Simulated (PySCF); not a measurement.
A run for PySCF: R-B3LYP/6-31G* on GeH4 (SMILES [GeH4]) with ghost functions, monomers drawn apart or pushed together.

```python
from pyscf import gto, scf, dft, mp
from pyscf.data.elements import chemcore

mol = gto.M(
    atom='''
    Ge   -0.14990976    0.15004048    4.19335314
    H     0.04497793   -1.36641115    4.30337984
    H    -1.38482036    0.46533756    3.33431075
    H     1.09201613    0.81684015    3.59034356
    H    -0.38908796    0.72614012    5.60330662
    ghost-C    0.35853575    0.16298579   -0.04924378
    ghost-O    0.30316989   -1.01430710    0.74658696
    ghost-H    0.23727688   -0.05768253   -1.11469419
    ghost-H    1.34422351    0.59901340    0.10437426
    ghost-H   -0.39573701    0.89756779    0.25229461
    ghost-H   -0.56022166   -1.42439580    0.63417151
    ''',
    basis='6-31g*',
    cart=True,
    charge=0, spin=0, verbose=3, max_memory=1800)
mf = dft.RKS(mol, xc='b3lyp')
mf.conv_tol = 1e-8
mf.max_cycle = 100
mf.kernel()
if not mf.converged:
    mf = mf.newton().run(mf.mo_coeff, mf.mo_occ)
```

It printed:

```
converged SCF energy = -2079.15324631892
```

The calculation finished and met its thresholds.

Cost: roughly 30 core-seconds.
